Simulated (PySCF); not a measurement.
SMILES N#C[SiH2][SiH2]N (CH6N2Si2), GFN2-xTB optimised geometry.

```
11

N      2.37     1.28     2.28
C      2.09     0.59     1.41
Si     1.52    -0.50     0.00
Si    -0.79    -0.50     0.00
N     -1.24     1.16     0.00
H      2.21     0.07    -1.16
H      2.15    -1.79     0.30
H     -1.38    -1.04    -1.23
H     -1.33    -1.30     1.12
H     -2.21     1.41    -0.12
H     -0.81     1.79     0.65
```

Density from B3LYP/def2-TZVP in PySCF at that geometry.

Minimum of the electron density along straight lines between bonded atoms, close to the bond critical point (lines longer than 1.1 times the sum of covalent radii, or with two minima, are not listed):

```
bond     length / Å  ρ at the minimum / e bohr⁻³  ∇²ρ there / e bohr⁻⁵  position (fraction from the first atom)
-------  ----------  ---------------------------  --------------------  ---------------------------------------
N1–C2         1.147                        0.507                 -0.15                                     0.66
C2–Si3        1.869                        0.108                  0.28                                     0.61
Si3–Si4       2.310                        0.100                 -0.17                                     0.63
Si4–N5        1.722                        0.133                  0.56                                     0.40
Si3–H6        1.467                        0.125                  0.16                                     0.49
Si3–H7        1.468                        0.125                  0.18                                     0.49
Si4–H8        1.466                        0.125                  0.18                                     0.49
Si4–H9        1.476                        0.124                  0.15                                     0.49
N5–H10        1.007                        0.338                 -1.64                                     0.73
N5–H11        1.008                        0.338                 -1.64                                     0.73
```
